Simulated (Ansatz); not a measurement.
The pair A = N2 (SMILES N#N) (first 2 atoms), B = C2H3N (SMILES CC#N); geometry from B3LYP-D3(BJ)/def2-TZVP.
(charge 0, multiplicity 1):
```xyz
8

N     -0.150     0.125    -0.216
N      0.220    -0.615    -0.926
C     -0.107     1.246     3.193
C      0.705     0.059     2.980
N      1.345    -0.879     2.804
H      0.514     2.067     3.554
H     -0.576     1.545     2.255
H     -0.885     1.043     3.929
```

Frozen-core correlation. MP2 and its Hartree–Fock in aug-cc-pVQZ, aug-cc-pVTZ are density fitted.

Programs: Ansatz (a quantum-chemistry and plane-wave program) with Gaussian orbitals. Each number belongs to the level named beside it.

The counterpoise-corrected interaction energy is E(AB) − E(A in the pair's basis) − E(B in the pair's basis). Total energies (hartree):

```
level                          AB  A in the pair's basis  B in the pair's basis
-------------------  ------------  ---------------------  ---------------------
HF/aug-cc-pVTZ       -240.9610637           -108.9860682           -131.9753606
MP2/aug-cc-pVTZ      -241.8634708           -109.3638417           -132.4974681
HF/aug-cc-pVQZ       -240.9753834           -108.9928066           -131.9829454
MP2/aug-cc-pVQZ      -241.9287258           -109.3927183           -132.5337743
CCSD(T)/aug-cc-pVTZ  -241.9191168           -109.3807384           -132.5366050
```

Problem. Work out the counterpoise-corrected interaction energy at the basis-set limit: extrapolate the MP2 correlation part as X⁻³, take Hartree–Fock from the larger set, and add the CCSD(T) − MP2 difference of aug-cc-pVTZ.

Solution. 
1. Differences (1 hartree = 627.509 kcal/mol): HF/aug-cc-pVTZ 0.229; MP2/aug-cc-pVTZ -1.356; HF/aug-cc-pVQZ 0.231; MP2/aug-cc-pVQZ -1.401; CCSD(T)/aug-cc-pVTZ -1.113.
2. Correlation parts, MP2 less HF: -1.585 in aug-cc-pVTZ (X = 3), -1.633 in aug-cc-pVQZ (X = 4).
3. Limit (4³·(-1.633) − 3³·(-1.585))/(4³ − 3³) = -1.667; with HF/aug-cc-pVQZ it gives -1.436.
4. CCSD(T) less MP2 in aug-cc-pVTZ: 0.243.
Result: -1.19 kcal/mol, against -1.36 at MP2/aug-cc-pVTZ. It is an estimate of this method's limit, not of the exact value.
